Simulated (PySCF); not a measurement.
Choosing a molecule for a target property.

Species are written as SMILES; each is one conformer at its optimised geometry, gas phase (atoms past krypton carry core potentials, spin–orbit coupling is left out). Electronic properties by PySCF.

Dipoles, sizes and rotational constants follow the conformer. The torsions of the flexible species, by atom-mapped SMILES:
- `[CH2:1]=[CH:2]/[C:3](=[CH:4]/[CH3:5])[C:6](=[O:7])[Cl:8]`: C1–C2–C3–C4 -172°, C2–C3–C6–O7 -128°
- `[CH3:1]/[N:2]=[CH:3]/[C:4]([F:5])([F:6])[F:7]`: N2–C3–C4–F5 -128°

**Question.** Wanted: lowest singlet excitation below 5.5 eV (TDDFT B3LYP/def2-SVPD) and HOMO–LUMO gap below 5.3 eV (B3LYP/def2-SVPD), at PBE0-D3(BJ)/def2-SVP geometries. Which candidate meets both?
A. `C=C/C(=C/C)C(=O)Cl` (C6H7ClO)
B. `P` (PH3)
C. `C(C)(Cl)(Cl)Cl` (C2H3Cl3)
D. `[H][Ge]([H])([CH3])[O]C(C)(C)C` (C5H14GeO)
E. `C[S][Sn]([CH3])([CH3])[CH3]` (C4H12SSn)

**Answer.** A. Computed values:
```
                                  species  lowest singlet excitation  HOMO–LUMO gap
             C=C/C(=C/C)C(=O)Cl (C6H7ClO)                    4.22 eV        4.90 eV
   C[S][Sn]([CH3])([CH3])[CH3] (C4H12SSn)                    4.87 eV        5.78 eV
                 C(C)(Cl)(Cl)Cl (C2H3Cl3)                    6.13 eV        7.36 eV
[H][Ge]([H])([CH3])[O]C(C)(C)C (C5H14GeO)                    6.55 eV        7.52 eV
                                  P (PH3)                    7.05 eV        8.11 eV
```

**Question.** Wanted: HOMO energy between -7.8 eV and -7 eV (B3LYP/def2-SVPD) and static isotropic polarisability above 80 au (B3LYP/def2-SVPD), at PBE0-D3(BJ)/def2-SVP geometries. Which candidate meets both?
A. `P` (PH3)
B. `CC(Cl)(Cl)Cl` (C2H3Cl3)
C. `C/N=C/C(F)(F)F` (C3H4F3N)
D. `[H][Ge]([H])([CH3])[O]C(C)(C)C` (C5H14GeO)
E. `[CH3][Sn]([S]C)([CH3])[CH3]` (C4H12SSn)
F. `O=C(/C(=C\C)C=C)Cl` (C6H7ClO)

**Answer.** D. Computed values:
| species | HOMO energy | static isotropic polarisability |
| --- | --- | --- |
| CC(Cl)(Cl)Cl (C2H3Cl3) | -8.52 eV | 68.5 au |
| C/N=C/C(F)(F)F (C3H4F3N) | -7.96 eV | 50.0 au |
| P (PH3) | -7.63 eV | 29.9 au |
| [H][Ge]([H])([CH3])[O]C(C)(C)C (C5H14GeO) | -7.29 eV | 98.2 au |
| O=C(/C(=C\C)C=C)Cl (C6H7ClO) | -6.92 eV | 96.5 au |
| [CH3][Sn]([S]C)([CH3])[CH3] (C4H12SSn) | -6.12 eV | 115.5 au |
